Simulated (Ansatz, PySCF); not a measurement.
Gas-phase reaction in SMILES: CCOC=O → [CH2]COC=O + H atom (the C-H bond at the site shown breaks; other sites are not compared here)
Geometries: B3LYP-D3(BJ)/def2-TZVP minima from Ansatz (a quantum-chemistry and plane-wave program), one conformer each, not searched for the lowest.
Geometry of the first species:
SMILES: C(OCC)=O
```xyz
11

C     -2.1634     0.3523    -0.1675
C     -0.8389    -0.2557     0.2267
O      0.2076     0.5270    -0.4008
C      1.4624     0.1343    -0.1637
O      1.7944    -0.7977     0.5146
H     -2.2955     0.3318    -1.2497
H     -2.9771    -0.2138     0.2889
H     -2.2335     1.3870     0.1698
H     -0.6824    -0.2386     1.3060
H     -0.7441    -1.2895    -0.1078
H      2.1555     0.8036    -0.6915
```

Wanted: bond dissociation energy (electronic energy difference), in eV. Correlated levels leave the core frozen unless marked. Open shells are spin-unrestricted. No spin-orbit coupling. No relativistic terms. Basis-set limits of correlation are two-point, X^-3; Hartree-Fock from the larger set. The bracket is a focal-point correction in the basis named.

```
level                                                     program  bond dissociation energy (eV)
-------------------------------------------------  --------------  -----------------------------
HF/cc-pVDZ                                                 Ansatz                           3.66
r2SCAN-D4/def2-TZVPD                               Ansatz + dftd4                           4.55
B3LYP-D4/def2-TZVPD                                Ansatz + dftd4                           4.70
TPSSh-D4/def2-TZVPD                                 PySCF + dftd4                           4.70
HSE06/def2-TZVPD                                           Ansatz                           4.61
wB97X-V/def2-TZVPD                                         Ansatz                           4.76
SCS-MP2/6-31G*                                             Ansatz                           4.50
CCSD/cc-pVTZ                                               Ansatz                           4.72
CCSD(T)/cc-pVDZ                                            Ansatz                           4.63
RI-MP2/CBS(cc-pVTZ,cc-pVQZ)+[CCSD(T)-MP2]/cc-pVTZ          Ansatz                           4.83
```
